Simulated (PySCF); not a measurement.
## Trend along the third period: MGe cations

PBE0 with double-zeta basis sets in PySCF, for the lowest determinant that a PBE0 search found; no spin–orbit coupling. De refers to high-spin ground-configuration atoms (the charge goes to the atom of lower measured ionisation energy or higher electron affinity, which is not always the lowest computed limit). A positive dipole points towards Ge; it is taken about the centre of mass and depends on that origin.

| M | basis | charged atom | state (unpaired electrons) | Re (Å) | ωe (cm⁻¹) | De (eV) | μ (D) |
| --- | --- | --- | --- | --- | --- | --- | --- |
| Na | def2-SVPD | Na+ | triplet (σ ↑, π ↑) | 3.231 | 115 | 0.56 | -8.74 |
| Mg | def2-SVPD | Mg+ | doublet (π ↑) | 2.772 | 221 | 1.87 | -6.71 |
| Al | def2-SVP | Al+ | triplet (σ ↑, π ↑) | 2.820 | 179 | 1.14 | -4.43 |
| Si | def2-SVP | Ge+ | quartet (σ ↑, π ↑↑) | 2.347 | 371 | 3.28 | -2.13 |
| P | def2-SVP | Ge+ | triplet (π ↑↑) | 2.313 | 393 | 2.69 | -0.08 |
| Cl | def2-SVP | Ge+ | singlet (closed shell) | 2.076 | 505 | 4.65 | 2.21 |

The shortest bond is that of GeCl⁺ (2.076 Å), the longest that of NaGe⁺ (3.231 Å). GeCl⁺ is bound most strongly (4.65 eV) and NaGe⁺ least (0.56 eV).

The rows differ in basis set, which adds steps of its own.

The state changes along the series, so neighbouring rows are not always alike in their bonding.

Spin–orbit coupling is left out. For an ion De counts to the pair picked by the measured ionisation energies or electron affinities, which need not be the lowest pair at this level. States were picked by a PBE0 search and need not be the measured ground states.
